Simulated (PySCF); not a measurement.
# Steps of a relaxation of [Ce(NH3)6]3+

[Ce(NH3)6]3+ (singlet in the valence; each metal's 4f electrons, 1 of them, lie in its core potential, out of spins and levels). PySCF 2.14.0, RKS PBE0, Ce lcecp-1-SVP with ECP47, N def2-SVP, H def2-SVP; non-relativistic Hamiltonian with scalar-relativistic core potentials where named; density fitting; no spin-orbit coupling. Origin of the start: template. Columns: position (Å) and force (eV/Å). Energies are counted from the last step; some of the 7 steps are shown. Forces carry noise of the integration grid, about 0.01 to 0.03 eV/Å.

Run from Python with OMP_NUM_THREADS=4. Where DIIS fails, smearing, a level shift and second-order steps follow.
It took 110 s on 4 threads of Arm Neoverse V1, on a shared host, from the converged density of the start.

```xyz
25
step 0  E = 0.246 eV
Ce    0.0000    0.0000    0.0000     0.00    0.00    0.00
N     0.0000    0.0000    2.6075     0.00    0.00   -0.62
H     0.8133    0.4696    3.0055     0.15    0.09    0.38
H    -0.8133    0.4696    3.0055    -0.15    0.09    0.38
H     0.0000   -0.9392    3.0055     0.00   -0.17    0.38
N     0.0000    0.0000   -2.6075     0.00    0.00    0.62
H     0.8133   -0.4696   -3.0055     0.15   -0.09   -0.38
H    -0.8133   -0.4696   -3.0055    -0.15   -0.09   -0.38
H     0.0000    0.9392   -3.0055     0.00    0.17   -0.38
N     2.6075    0.0000    0.0000    -0.62   -0.01    0.00
H     3.0055   -0.4696    0.8133     0.38   -0.09    0.16
H     3.0055   -0.4696   -0.8133     0.38   -0.08   -0.15
H     3.0055    0.9392    0.0000     0.38    0.17   -0.01
N     0.0000    2.6075    0.0000     0.01   -0.62    0.00
H     0.4696    3.0055    0.8133     0.08    0.38    0.16
H     0.4696    3.0055   -0.8133     0.09    0.38   -0.14
H    -0.9392    3.0055    0.0000    -0.18    0.38    0.00
N    -2.6075    0.0000    0.0000     0.62    0.01    0.00
H    -3.0055    0.4696    0.8133    -0.38    0.08    0.15
H    -3.0055    0.4696   -0.8133    -0.38    0.09   -0.16
H    -3.0055   -0.9392    0.0000    -0.38   -0.17    0.01
N     0.0000   -2.6075    0.0000    -0.01    0.62    0.00
H    -0.4696   -3.0055    0.8133    -0.09   -0.38    0.14
H    -0.4696   -3.0055   -0.8133    -0.08   -0.38   -0.16
H     0.9392   -3.0055    0.0000     0.18   -0.38    0.00
```

```xyz
25
step 2  E = 0.033 eV
Ce    0.0000    0.0000    0.0000     0.00    0.00    0.00
N     0.0019    0.0029    2.6352     0.00    0.00    0.30
H     0.8069    0.4676    3.0799    -0.04   -0.02   -0.01
H    -0.8021    0.4676    3.0817     0.04   -0.02   -0.01
H     0.0025   -0.9256    3.0821     0.00    0.04   -0.01
N    -0.0019   -0.0029   -2.6352     0.00    0.00   -0.30
H     0.8021   -0.4676   -3.0817    -0.04    0.02    0.01
H    -0.8069   -0.4676   -3.0799     0.04    0.02    0.01
H    -0.0025    0.9256   -3.0821     0.00   -0.04    0.01
N     2.6350   -0.0007    0.0009     0.29    0.00    0.00
H     3.0802   -0.4647    0.8062    -0.01    0.02   -0.04
H     3.0822   -0.4643   -0.8033    -0.01    0.02    0.04
H     3.0794    0.9290    0.0003    -0.01   -0.04    0.00
N     0.0007    2.6350    0.0022     0.00    0.29    0.00
H     0.4598    3.0795    0.8106    -0.02   -0.01   -0.03
H     0.4691    3.0829   -0.7989    -0.02   -0.01    0.04
H    -0.9290    3.0794   -0.0017     0.04   -0.01    0.00
N    -2.6350    0.0007   -0.0009    -0.29    0.00    0.00
H    -3.0822    0.4643    0.8033     0.01   -0.02   -0.04
H    -3.0802    0.4647   -0.8062     0.01   -0.02    0.04
H    -3.0794   -0.9290   -0.0003     0.01    0.04    0.00
N    -0.0007   -2.6350   -0.0022     0.00   -0.29    0.00
H    -0.4691   -3.0829    0.7989     0.02    0.01   -0.04
H    -0.4598   -3.0795   -0.8106     0.02    0.01    0.03
H     0.9290   -3.0794    0.0017    -0.04    0.01    0.00
```

```xyz
25
step 4  E = 0.002 eV
Ce    0.0000    0.0000    0.0000     0.00    0.00    0.00
N     0.0042    0.0063    2.6723     0.00    0.00    0.08
H     0.8083    0.4710    3.1160     0.01    0.01   -0.02
H    -0.7979    0.4708    3.1196    -0.01    0.01   -0.02
H     0.0054   -0.9200    3.1208     0.00   -0.01   -0.02
N    -0.0042   -0.0063   -2.6723     0.00    0.00   -0.08
H     0.7979   -0.4708   -3.1196     0.01   -0.01    0.02
H    -0.8083   -0.4710   -3.1160    -0.01   -0.01    0.02
H    -0.0054    0.9200   -3.1208     0.00    0.01    0.02
N     2.6719   -0.0011    0.0017     0.08    0.00    0.00
H     3.1173   -0.4637    0.8060    -0.02    0.00    0.01
H     3.1207   -0.4637   -0.8006    -0.02   -0.01   -0.01
H     3.1160    0.9274    0.0016    -0.02    0.01    0.00
N     0.0011    2.6718    0.0053     0.00    0.08    0.00
H     0.4533    3.1156    0.8165     0.00   -0.02    0.01
H     0.4740    3.1224   -0.7900     0.01   -0.02   -0.01
H    -0.9274    3.1160   -0.0044    -0.01   -0.02    0.00
N    -2.6719    0.0011   -0.0017    -0.08    0.00    0.00
H    -3.1207    0.4637    0.8006     0.02    0.01    0.01
H    -3.1173    0.4637   -0.8060     0.02    0.00   -0.01
H    -3.1160   -0.9274   -0.0016     0.02   -0.01    0.00
N    -0.0011   -2.6718   -0.0053     0.00   -0.08    0.00
H    -0.4740   -3.1224    0.7900    -0.01    0.02    0.01
H    -0.4533   -3.1156   -0.8165     0.00    0.02   -0.01
H     0.9274   -3.1160    0.0044     0.01    0.02    0.00
```

Question: Where does the relaxation end?

Answer: It converges at step 6 in Ci:
```xyz
25
step 6  E = 0
Ce    0.0000    0.0000    0.0000
N     0.0056    0.0082    2.6791
H     0.8112    0.4741    3.1182
H    -0.7975    0.4737    3.1229
H     0.0072   -0.9193    3.1246
N    -0.0056   -0.0082   -2.6791
H     0.7975   -0.4737   -3.1229
H    -0.8112   -0.4741   -3.1182
H    -0.0072    0.9193   -3.1246
N     2.6786   -0.0012    0.0021
H     3.1203   -0.4645    0.8078
H     3.1242   -0.4645   -0.8013
H     3.1191    0.9288    0.0021
N     0.0011    2.6786    0.0072
H     0.4496    3.1180    0.8225
H     0.4792    3.1264   -0.7864
H    -0.9287    3.1190   -0.0073
N    -2.6786    0.0012   -0.0021
H    -3.1242    0.4645    0.8013
H    -3.1203    0.4645   -0.8078
H    -3.1191   -0.9288   -0.0021
N    -0.0011   -2.6786   -0.0072
H    -0.4792   -3.1264    0.7864
H    -0.4496   -3.1180   -0.8225
H     0.9287   -3.1190    0.0073
```

Question: How did the contacts change?

Answer: 
```csv
contact,start (Å),end (Å)
Ce1–N2 (NH3),2.607,2.679
Ce1–N6 (NH3),2.607,2.679
Ce1–N10 (NH3),2.607,2.679
Ce1–N14 (NH3),2.607,2.679
Ce1–N18 (NH3),2.607,2.679
Ce1–N22 (NH3),2.607,2.679
```


No frequency check is given that shows the relaxed geometry to be a minimum. An lcecp potential fixes the number of 4f electrons, so in runs with it no electron can move into or out of that shell.
